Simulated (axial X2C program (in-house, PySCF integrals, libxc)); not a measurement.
# SiI⁺: from Re and ωe to a spectrum

A bond curve at the CCSD level, 2c, was computed with an axial X2C code built on PySCF integrals (basis I dyall-cv3z [11s12p8d4f1g], Si dyall-v3z [8s7p2d1f] (cores contracted in-house)) for the state Ω = 0 (closed shell). Its fit gives Re = 2.3277 Å, ωe = 456.9 cm⁻¹, ωexe = 1.2 cm⁻¹ and αe = 5.024e-04 cm⁻¹; the masses are 126.9045 and 27.9769 u. Two-component means X2C with spin–orbit coupling and atomic mean-field Coulomb and Gaunt terms.

Correlated methods: 10 electrons correlated (number of frozen shells: I 4 s, 3 p, 2 d; Si 2 s, 1 p), 218 virtual spin orbitals or spinors in MP2, 90 natural virtuals in coupled cluster.

(1) Find the reduced mass, Be and the force constant.

(2) Give B0, the J = 1←0 line in GHz and the most populated J at 300 K (kT = 208.5 cm⁻¹).

(3) Where do the fundamental and the first overtone lie?

(4) A Morse curve ties αe to the other constants (Pekeris). How well does that hold?

(5) Estimate the centrifugal constant by the Kratzer relation.

Occupations by symmetry block were frozen at the best pattern of an incomplete PBE0 search. CCSD ran in a truncated set of natural virtual spinors with an MP2 remainder; without triples it tends to underbind.

Results:

(1) From the CCSD values: μ = 22.9233 u. Be = 16.8576/(μ Re²) = 0.1357 cm⁻¹. k = 5.8918×10⁻⁷ μ ωe² = 2.82 mdyn/Å.

(2) B0 = Be − αe/2 = 0.1355 cm⁻¹; 2B0 = 8.123 GHz; J(max) ≈ √(kT/2B0) − 1/2 = 27.2, so J = 27.

(3) ν(1←0) = ωe − 2ωexe = 454.5 cm⁻¹; ν(2←0) = 2ωe − 6ωexe = 906.6 cm⁻¹.

(4) αe(Morse) = 6Be²/ωe × (√(ωexe/Be) − 1) = 4.774e-04 cm⁻¹; the CCSD curve gives 5.024e-04 cm⁻¹, a ratio of 0.95.

(5) D = 4Be³/ωe² = 4.79e-08 cm⁻¹.
